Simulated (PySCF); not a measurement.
Compound: C5H10OSi.
SMILES: `C(=C/C=C\O[SiH3])/C`

Level of theory: PySCF, TDDFT CAM-B3LYP/def2-SVPD, vertical, gas phase, core orbitals frozen in the response. Geometry: GFN2-xTB, one conformer, isolated molecule. Torsions of this conformer, `[CH3:1]/[CH:2]=[CH:3]\[CH:4]=[CH:5]/[O:6][SiH3:7]`: C2–C3–C4–C5 180°, C4–C5–O6–Si7 180°.

Computed states:

```
state  E (eV)       f
   S1    5.40   0.870
   S2    5.53  0.0022
   S3    6.28  0.0007
   S4    6.29   0.013
   S5    6.65  0.0073
   S6    6.92  0.0075
   S7    7.25  0.0022
   S8    7.32  0.0026
```

Broadening: Gaussians 0.4 eV wide at half height, area fixed by f = 4.319×10⁻⁹ ∫ε dν̃. The width is an assumption, not a result. The curve ends short of the highest state used, and states not computed would add to its high-energy end.

Q: What does the envelope look like, and where are its maxima?

A: 
λ (nm), ε (L mol⁻¹ cm⁻¹) and a bar:
```
    184.6        748 
    186.7        733 
    188.8        736 
    190.9        787 
    193.0        882 
    195.1        969 
    197.2        980 
    199.3        882 
    201.4        700 
    203.5        500 
    205.6        364 
    207.7        397 
    209.8        790 
    211.9       1896 #
    214.0       4281 ##
    216.1       8624 ####
    218.2      15445 ########
    220.3      24707 #############
    222.4      35500 ##################
    224.5      46077 ########################
    226.6      54313 ############################
    228.7      58442 ##############################
    230.8      57684 ##############################
    232.9      52466 ###########################
    235.0      44167 #######################
    237.1      34554 ##################
    239.2      25222 #############
    241.3      17240 #########
    243.4      11075 ######
    245.5       6708 ###
    247.6       3843 ##
    249.7       2089 #
    251.8       1081 
    253.9        533 
    256.0        252 
    258.1        114
```

Maxima: 229 nm (5.40 eV), ε about 59000, made up of S1 (100%); 196 nm (6.31 eV), ε about 990, made up of S4 (88%) (ε in L mol⁻¹ cm⁻¹; maxima over ε = 5, shares over 10%). At its high-energy end, 6.72 eV, the curve is still rising (ε about 750, from S5 and S6).

Q: Does any computed singlet lie in the visible range?

A: No computed singlet lies in the visible range (380 to 750 nm); the lowest, at 229 nm, stands 2.14 eV above its violet end (3.26 eV); a Tamm–Dancoff triplet lies at 407 nm, without intensity as long as spin–orbit coupling is left out.

Q: What would ε be at 5.40 eV, the highest of these maxima, with half the width (0.2 eV)?

A: About 117000 L mol⁻¹ cm⁻¹ against 58700, a factor of about 2.00; a lone state at its own centre would give exactly 2.

Q: On this curve, what absorbance would a 10⁻⁴ mol/L sample give at 254 nm over a 1 cm path?

A: 254 nm is 4.881 eV, where ε is about 510 L mol⁻¹ cm⁻¹, so A = ε c l ≈ 0.051 (Beer–Lambert, with the gas-phase spectrum and the assumed width).
